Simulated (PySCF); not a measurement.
Xe²⁺: excitation energy

Xe²⁺ [Kr] 4d10 5s2 5p4 (3P) → Xe²⁺ [Kr] 4d10 5s1 5p4 6s1 (5P), as a difference of total energies. Calculation: PySCF 2.14, in aug-cc-pVTZ-PP with ECP28MDF (6s5p4d2f, 55 functions); scalar relativity through the core potential. Correlated levels: valence: 4s2 4p6 4d10 frozen. The calculations carry no spin-orbit coupling.

```
           method  excitation energy (eV)
              UHF                  26.890
              LDA                  27.817
              PBE                  27.463
             PBE0                  27.596
           r2SCAN                  27.717
          r2SCAN0                  27.713
          wB97M-V                  27.703
        CAM-B3LYP                  27.994
           B2PLYP                  27.627
    MP2 (valence)                  26.686
SCS-MP2 (valence)                  26.838
```

Task: How much does correlation contribute at MP2 (valence)?

Result: 26.686 − (26.890) = -0.204 eV, measured against UHF.

The promoted electron is Rydberg-like, and one or two diffuse shells describe it only roughly, which tends to raise the upper state.
